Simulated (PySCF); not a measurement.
Isomers of C7H12BP. Level of theory: PBE0-D3(BJ)/def2-SVP geometry optimisation, gas phase in PySCF 2.14.0. One conformer each; no zero-point energy, no entropy. No frequencies were run at this level. Point groups hold within 0.08 Å.

Question: Rank from lowest to highest electronic energy at this level (kcal/mol).
A. `[BH3-:1][P@H+:2]1[CH:3]=[CH:4][C@@H:5]([CH:6]=[CH2:7])[CH:8]=[CH:9]1` with C4–C5–C6–C7 -116°, B1–P2–C3–C4 113°, C3–C4–C5–C6 -109°, C4–C5–C8–C9 -14°, B1–P2–C9–C8 -113°
B. `[BH3-:1][P@+:2]1([CH:3]=[CH2:4])[CH:5]=[CH:6][CH:7]=[C:8]1[CH3:9]` with B1–P2–C3–C4 1°

Answer: B (0.0), A (9.6).

| SMILES | E (Eh) | E rel (kcal/mol) | dipole (D) | point group | A, B, C (MHz) |
| --- | --- | --- | --- | --- | --- |
| [BH3-][P@+]1(C=C)C=CC=C1C | -639.31216 | 0.0 | 4.70 | C1 | 1843, 1215, 1042 |
| [BH3-][P@H+]1C=C[C@@H](C=C)C=C1 | -639.29682 | 9.6 | 5.55 | Cs | 2645, 850.5, 814.3 |

Q: How do the relative energies change in single points at PBE0/pcSseg-1 (no added dispersion term) on the same geometries?

A: 
```
                         SMILES  PBE0-D3(BJ)/def2-SVP (kcal/mol)  PBE0/pcSseg-1 (kcal/mol)  shift
      [BH3-][P@+]1(C=C)C=CC=C1C                              0.0                       0.0    0.0
[BH3-][P@H+]1C=C[C@@H](C=C)C=C1                              9.6                       9.0   -0.6
```

Each column counts from its own lowest isomer. The order is unchanged; the largest shift is 0.6 kcal/mol.

Q: As an exercise, what shares would exp(−E/RT) give at 1000 K from these electronic energies alone (no entropy, no degeneracies)?

A: RT = 1.987 kcal/mol: [BH3-][P@+]1(C=C)C=CC=C1C 99.2 %, [BH3-][P@H+]1C=C[C@@H](C=C)C=C1 0.8 %.
